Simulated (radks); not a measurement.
Pd IV, 43 electrons, occupied as [Kr] 4d7.

Method: non-relativistic Kohn-Sham, LDA (Slater exchange, Perdew-Wang correlation), spin-unpolarised, spherical densities, point nucleus; relativity is left out, which matters for an element this heavy; computed with a radial shooting solver on a logarithmic mesh with Libxc functionals.

Energy parts (eV):
| part | energy |
|---|---|
| total | -134231.770 |
| kinetic | 134149.559 |
| electron-nucleus | -318153.301 |
| Hartree | 53443.864 |
| exchange-correlation | -3671.892 |

Orbitals (lengths in bohr, moments of r in powers of bohr; <r^-3> diverges for s and p1/2; r(90%) holds 90 % of the orbital's charge):
orbital  occ.  eigenvalue (eV)  r(90%)  <r^-3>  <1/r>      <r^4>
1s          2        -23447.58  0.0589       -  45.44  5.460e-06
2s          2        -3392.317   0.221       -  10.32   0.001008
2p          6        -3155.638   0.200    3095  10.32  0.0006668
3s          2        -642.5024   0.577       -  3.651    0.04742
3p          6        -547.8099   0.579   538.1  3.570    0.04737
3d         10        -372.3882   0.566   83.24  3.416    0.04354
4s          2        -119.5670    1.40       -  1.418      1.671
4p          6         -89.9084    1.53   90.35  1.307      2.337
4d          7         -42.3608    2.01   8.991  1.024      6.987

The highest occupied level is 4d at -42.361 eV. The density falls to 0.001 e/bohr^3 at r = 3.11 bohr. For comparison, the ionisation energy in NIST's Atomic Spectra Database is 46 eV (theoretical). In exact Kohn-Sham theory the highest level is minus the ionisation energy, but local and semilocal functionals leave it too shallow, through self-interaction and a potential that decays too fast; potentials with the right tail come closer. Summed over all electrons, <r^2> = 26.41 bohr^2, which gives a Langevin (diamagnetic) susceptibility term of -20.9 x 10^-6 cm^3/mol. The electron density at the nucleus is 6.803e+04 e/bohr^3. Virial ratio -V/T = 2.00061.

Beside tabulated values, note that spin-unpolarised runs miss the spin-polarisation part of the exchange energy of open shells.
